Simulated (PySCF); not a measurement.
## O (oxygen, neutral) across methods

[He] 2s1 2p5, high-spin 3P determinant (an excited configuration). All numbers are calculated (PySCF 2.14, no relativity, point nucleus, in aug-cc-pVTZ (5s4p3d2f, 46 functions)).

```csv
method,E (hartree),mean ε 2s α (eV),mean ε 2p α (eV),mean ε 2p β (eV),Σ⟨r²⟩ (bohr²),⟨S²⟩
HSE06,-74.4680,-29.122,-12.715,-8.825,12.11,2.012
PBE,-74.4743,-25.966,-10.844,-7.803,12.27,2.008
r2SCAN0,-74.4827,-30.890,-13.737,-9.299,12.04,2.018
LDA,-73.9984,-25.706,-10.981,-7.878,12.32,2.009
UHF,-74.19278,-40.189,-19.850,-12.151,12.14,2.041
PBE0,-74.4590,-29.587,-13.151,-9.218,12.11,2.012
wB97M-V,-74.5114,-31.941,-15.547,-11.893,12.25,2.010
B3LYP,-74.5447,-28.767,-12.719,-9.140,12.19,2.011
```

Estimate the same row for r2SCAN.

E (hartree) = -74.4996; mean ε 2s α (eV) = -27.811; mean ε 2p α (eV) = -11.607; mean ε 2p β (eV) = -7.924; Σ⟨r²⟩ (bohr²) = 12.09; ⟨S²⟩ = 2.015.
